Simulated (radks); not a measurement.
Neutral tellurium inside a hard spherical wall (all orbitals vanish at R), configuration held at [Kr] 4d10 5s2 5p4 and not refilled when levels cross. All-electron calculation, scalar-relativistic Kohn-Sham, LDA (Slater exchange, Perdew-Wang correlation), spin-polarised, spherical densities, finite nucleus; open shells are filled with parallel spins first (spin-orbit coupling, left out, can overturn this in heavy ions); Fermi nuclear charge, rms radius 4.7423 fm. Program: a radial shooting solver on a logarithmic mesh with Libxc functionals. Eigenvalues in eV for spin up, with the zero of energy where the potential of the charges vanishes at infinity; a dash marks a level that is unbound or too diffuse for the functional's potential to be trusted. A positive occupied level is held by the wall or, in an anion where self-interaction has pushed it up, behind a barrier. The pressure on the wall is -dE/dV.

R (bohr),E (hartree),kinetic (hartree),e(4p),e(4d),e(5s),e(5p),"e(6s, empty)","e(5d, empty)",pressure (GPa)
free,-6788.65984,7110.517,-114.18,-41.726,-15.785,-6.539,-0.560,-,0
20,-6788.65984,7110.517,-114.18,-41.726,-15.785,-6.539,-0.554,0.755,< 0.0001
10,-6788.65969,7110.519,-114.16,-41.712,-15.773,-6.528,-0.036,1.585,0.00464
7,-6788.65164,7110.584,-113.79,-41.349,-15.482,-6.234,2.393,3.173,0.524
6,-6788.62837,7110.739,-113.12,-40.688,-14.970,-5.676,5.280,4.744,2.77
5,-6788.53532,7111.262,-111.37,-38.976,-13.643,-4.110,11.921,8.105,16.3
4,-6788.13397,7113.136,-106.91,-34.673,-9.955,0.531,28.936,16.348,115
3.5,-6787.53168,7115.616,-102.57,-30.528,-5.719,5.944,47.091,25.045,338
1.5,-6726.45976,7312.468,10.434,88.885,245.96,286.79,689.48,346.83,182000
